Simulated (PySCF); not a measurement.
Vertical excitations of a molecule C2H7NOSi2 from PySCF with TDDFT-CAM-B3LYP/def2-SVPD, as energy in eV (oscillator strength): 3.99 (0.000), 6.14 (0.016), 6.56 (0.005), 7.00 (0.115), 7.10 (0.124), 7.20 (0.002), 7.34 (0.000), 7.55 (0.157), 7.67 (0.138), 7.87 (0.061). Lowest triplet (TDA): 3.35 eV. The structure is a stationary point at r2SCAN-D4/def2-SVP. Other conformers were not sampled.

### Question
Identify the compound among the candidates.
(A) N[Si@@H]1C=CO[SiH2]1
(B) C[SiH2][Si@H]1N=CO1
(C) CC1=N[SiH2]O[SiH2]1
(D) [SiH3][Si@@H]1C=NCO1

### Answer
C, CC1=N[SiH2]O[SiH2]1
